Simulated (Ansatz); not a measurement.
Program: Ansatz. Geometries: PBE0-D4/def2-TZVP. ΔE: electronic, gas phase. CCSD(T)/CBS is the MP2 limit (def2-TZVPP, def2-QZVPP) plus CCSD(T) − MP2 in def2-TZVPP, frozen cores. This one scheme is used for every species. Each species was taken in one conformer, which may not be the lowest.

Consider the cleavage of the Si–Si bond: `N[SiH](F)[SiH2]F` + `N[SiH](O)S` → `N[Si@H](F)S[Si@@H](N)O` + `F[SiH3]`.

```csv
species,HF/CBS(def2) energy (Eh)
`N[SiH](F)[SiH2]F`,-834.44334
`N[SiH](O)S`,-818.92748
`N[Si@H](F)S[Si@@H](N)O`,-1263.15674
`F[SiH3]`,-390.24869
```

Question: Work out ΔE.

Answer: ΔE = (-1263.15674) + (-390.24869) − (-834.44334) − (-818.92748) = -0.03461 Eh = -90.9 kJ/mol. CCSD(T)/CBS gives -102.2 kJ/mol.

Largest T1 diagnostic among the species: 0.012.

From PBE to PBE0 (25 % exact exchange), in def2-TZVPP and without D4, ΔE moves by −4.5 kJ/mol. The D4 term adds −11.2 kJ/mol with B3LYP and −6.2 kJ/mol with PBE0; it sums over pairs of atoms, weighted by their polarisabilities, and B3LYP, whose exchange is more repulsive, gets the larger term.

B3LYP here is the variant with VWN-RPA as its local correlation; programs differ in this.
